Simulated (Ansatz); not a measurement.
Consider the ligand exchange at the Si–O bond: `CO[SiH](F)[O][GeH3]` + `O[SiH2]F` → `CO[SiH](F)O[SiH2]F` + `[OH][GeH3]`.

Program: Ansatz. Geometries: PBE0-D4/def2-TZVP. ΔE: electronic, gas phase. CCSD(T)/CBS adds triple-zeta CCSD(T) − MP2 to the extrapolated MP2 energy (def2 sets, frozen cores). DFT in def2-TZVPP. B3LYP here is the variant with VWN-RPA as its local correlation; programs differ in this. For Ge outer-core shells are correlated without core-valence functions, which leaves a few kJ/mol of doubt a bond. Scalar relativity is left out up to krypton. Each species was taken in one conformer, which may not be the lowest.

| level | ΔE (eV) |
| --- | --- |
| r2SCAN-D4 | 0.05 |
| B3LYP-D4 | 0.03 |
| ωB97M-V | 0.06 |
| HF/def2-QZVPP | 0.04 |

(1) What does CCSD(T)/CBS give? (Estimate.)

Largest T1 diagnostic among the species: 0.012.

## Answers

(1) Ansatz gave: +0.05 eV. The listed levels differ from it by 0.00, -0.02, 0.01, -0.01 eV.
